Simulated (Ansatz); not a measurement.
As₄O₆⁺, relaxed as a quartet with UKS r2SCAN-D4/def2-SVP in Ansatz, starting from the r2SCAN-D4/def2-SVP geometry of the charge +1 doublet. Force threshold 0.03 eV/Å.

The relaxation made no stability test and no search for a lower SCF solution. At r2SCAN-D4/def2-SVP a doublet of charge 1 lies 3.11 eV below the quartet, each at its own geometry. The structure comes from a short search, and lower isomers may exist.

Start:

| atom | x (Å) | y (Å) | z (Å) |
| --- | --- | --- | --- |
| As1 | 0.915 | -1.625 | 0.777 |
| As2 | 0.913 | 0.476 | -1.738 |
| As3 | -1.921 | -0.479 | -0.399 |
| As4 | 0.081 | 1.402 | 1.171 |
| O5 | 1.530 | -0.855 | -0.715 |
| O6 | -0.835 | 0.100 | -1.696 |
| O7 | -0.834 | -1.652 | 0.401 |
| O8 | 0.848 | 1.738 | -0.352 |
| O9 | 0.849 | -0.036 | 1.772 |
| O10 | -1.546 | 0.931 | 0.779 |

Question: Estimate the energy that the relaxation releases and the steps that it takes.

Answer: 161.7 kJ/mol, in 28 steps; 3.7 min on 4 threads of Intel Xeon Platinum 8488C on a shared host. No frequencies were taken in this run, so the end may be a saddle point.

Question: Does the start keep its bonding and symmetry?

Answer: Bonds lost: As3–O7 (atoms count from 1). Point group C3v at the start, Cs at the end, both within 0.05 Å.

Question: Predict the relaxed structure.

Answer: 
Cartesian coordinates in Å:
```
As 1.0588 -1.5731 0.8184
As 0.8262 0.4292 -1.6451
As -2.3248 0.4319 -0.7842
As 0.0273 1.4072 1.2552
O 1.6572 -0.8323 -0.7398
O -0.8109 -0.2577 -1.5850
O -0.5759 -1.9057 0.4770
O 0.6623 1.7212 -0.3978
O 0.9682 0.0018 1.7447
O -1.4885 0.5775 0.8566
```
Bond lengths: 11 × As–O 1.70 to 1.85 Å.
